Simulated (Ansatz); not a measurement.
Consider the formal exchange of groups at the Al–Cl bond: `[Cl][Al]([Cl])[Br]` + CH₄ → `[CH3][Al]([Cl])[Br]` + HCl.

Program: Ansatz. Geometries: PBE0-D4/def2-TZVP. ΔE: electronic, gas phase. CCSD(T)/CBS adds triple-zeta CCSD(T) − MP2 to the extrapolated MP2 energy (def2 sets, frozen cores). This one scheme is used for every species. DFT in def2-TZVPP. HSE06 is defined as in plane-wave codes. For Br outer-core shells are correlated without core-valence functions, which leaves a few kJ/mol of doubt a bond. Scalar relativity is left out up to krypton.

CCSD(T)/CBS gives +36.1 kcal/mol.

Another level gave +32.9 kcal/mol. Which?
A. r2SCANh-D4/def2-TZVPP
B. LDA (SPW92)/def2-TZVPP
C. HSE06-D4/def2-TZVPP
D. HF/def2-TZVPP

B. LDA (SPW92) 32.9, HSE06-D4 35.3, r2SCANh-D4 36.7, HF/def2-TZVPP 39.1 kcal/mol.

Largest T1 diagnostic among the species: 0.008.

From PBE to PBE0 (25 % exact exchange), in def2-TZVPP and without D4, ΔE moves by +1.0 kcal/mol. Leaving LDA and LC-ωPBE aside and taking each functional with its dispersion term where it has one, the values, not all of them listed here, spread over 3.2 kcal/mol, from PBE-D4 to BHLYP-D4. LDA lies −1.4 kcal/mol from PBE without D4. In def2-TZVPP, CCSD(T) changes the Hartree–Fock value by −3.7 kcal/mol (the triples alone add −0.2 kcal/mol) and MP2 by −2.6 kcal/mol.
